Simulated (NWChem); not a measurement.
System: C4H4; SMILES C=CC#C

Program: NWChem. Pople sets run with spherical d functions. Geometry: optimised at PBE0/def2-SVP. Total energies compare along this basis series because the functional is fixed.

| level | basis functions | energy (Ha) | highest occupied level (eV) | orbital gap (eV) | dipole (D) |
|---|---|---|---|---|---|
| B3LYP/STO-3G | 24 | -152.8123 | -5.05 | 6.82 | 0.26 |
| B3LYP/3-21G | 44 | -153.8883 | -6.69 | 6.02 | 0.36 |
| B3LYP/6-31G* | 64 | -154.7301 | -6.55 | 5.85 | 0.32 |
| B3LYP/def2-SVP | 76 | -154.6243 | -6.83 | 5.81 | 0.37 |
| B3LYP/def2-SVPD | 112 | -154.6322 | -6.98 | 5.71 | 0.39 |
| B3LYP/def2-TZVP | 148 | -154.7998 | -6.95 | 5.70 | 0.41 |
